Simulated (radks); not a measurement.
Polarisability of the mercury ion Hg+, [Xe] 4f14 5d10 6s1, at imaginary frequency. All-electron calculation, non-relativistic Kohn-Sham, PBE, spin-polarised, spherical densities, point nucleus; open shells are filled with parallel spins first (spin-orbit coupling, left out, can overturn this in heavy ions); relativity is left out, which matters for an element this heavy. Program: a radial shooting solver on a logarithmic mesh with Libxc functionals. Response by self-consistent Sternheimer equations with the Hartree and adiabatic LDA kernel.

| w (hartree) | alpha1(iw) (bohr^3) | alpha2(iw) (bohr^5) |
|---|---|---|
| 0.00266 | 27.91 | 158.4 |
| 0.0143 | 27.81 | 158.2 |
| 0.0360 | 27.26 | 157.0 |
| 0.0697 | 25.67 | 153.5 |
| 0.118 | 22.56 | 145.2 |
| 0.186 | 18.31 | 129.8 |
| 0.280 | 14.03 | 106.8 |
| 0.413 | 10.49 | 79.68 |
| 0.605 | 7.754 | 54.23 |
| 0.892 | 5.572 | 34.21 |
| 1.35 | 3.755 | 20.12 |
| 2.12 | 2.246 | 10.77 |
| 3.59 | 1.109 | 4.882 |
| 6.94 | 0.4153 | 1.618 |
| 17.5 | 0.1016 | 0.2950 |

Static values: alpha1 = 27.91 bohr^3 (4.136 angstrom^3; uncoupled 45.66), alpha2 = 158.4 bohr^5, alpha3 = 1950 bohr^7. C6 = 192.8, C8 = 6219, triple-dipole C9 = 3428 atomic units. One-pole (London) frequency 4 C6 / (3 alpha1^2) = 0.330 hartree, against 0.462 for minus the highest occupied eigenvalue.
